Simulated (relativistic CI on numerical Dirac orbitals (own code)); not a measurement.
**Spin-allowed bands of a d3 ion in an octahedral site, by hand**

Problem. A d3 ion in an octahedral site has a 4A2 ground term and spin-allowed bands at ν1 = 8360 and ν2 = 13617 cm⁻¹ (from a computed ligand-field model). Find Δ and the Racah parameter B, and predict the third band.

Working.
1. The F term splits into A2 (−1.2Δ), T2 (−0.2Δ) and T1 (+0.6Δ), so ν1 = E(T2) − E(A2) = Δ = 8360 cm⁻¹.
2. T1(F) mixes with T1(P), which lies at 15B, through an element 0.4Δ. The two roots, counted from A2, are ν2,3 = ½(15B + 3Δ) ∓ ½√[(15B − Δ)² + 12BΔ].
3. Solving the lower root for B gives B = (2ν1² + ν2² − 3ν1ν2)/(15ν2 − 27ν1) = -16312471/-21465 = 760 cm⁻¹.
4. The sum of the roots is 15B + 3Δ, so ν3 = 15B + 3ν1 − ν2 = 22862 cm⁻¹ (437 nm).

Check. The bands were computed by exact diagonalisation of the d3 shell with B = 760 and Δ = 8360 cm⁻¹, which gives ν3 = 22863 cm⁻¹. C does not enter the terms of highest spin.
